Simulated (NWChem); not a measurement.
System: CH5AlFNO; SMILES C[NH][Al]([OH])[F]

The following NWChem deck was run.

```
start job
memory heap 200 mb stack 900 mb global 1100 mb
geometry units angstroms noautosym nocenter noautoz
  Al    -0.068704    -0.496322    -0.000264
  F      0.879044    -1.863834    -0.001769
  N      0.701790     1.084982    -0.000296
  C      0.056068     2.378107     0.000216
  H      1.714092     1.150163    -0.000283
  H      0.310304     2.983310    -0.889886
  H      0.310532     2.982732     0.890658
  H     -1.037634     2.254449     0.000388
  O     -1.758155    -0.605828     0.001304
  H     -2.270908    -1.414014     0.000440
end
basis spherical
  * library pcsseg-1
end
dft
  xc slater vwn_5
  iterations 150
end
property
  shielding 9 1 2 3 4 5 6 8 9 10
end
task dft property
```

Geometry: optimised at PBE0/def2-SVP.

GIAO values for the isolated, static molecule; σ is the absolute isotropic shielding, δ = σ(reference) − σ with the isolated reference molecule computed at the same levels (13C: tetramethylsilane, 19F: trichlorofluoromethane, 1H: tetramethylsilane, 15N: ammonia).

Atoms are numbered as in the input.

Task: Predict the main results of this run. (LDA (Slater exchange, VWN5)/pcSseg-1, GIAO.) Quantities: σ Al1 (ppm); δ F2 (ppm); δ N3 (ppm); δ C4 (ppm); δ H5 (ppm); δ H6 (rotor mean) (ppm); δ H10 (ppm).

Result: 
```
Item                      Value
-----------------------  ------
σ Al1 (ppm)               426.3
δ F2 (ppm)               -209.3
δ N3 (ppm)                 22.3
δ C4 (ppm)                 32.2
δ H5 (ppm)                 0.05
δ H6 (rotor mean) (ppm)    2.89
δ H10 (ppm)                1.32
```
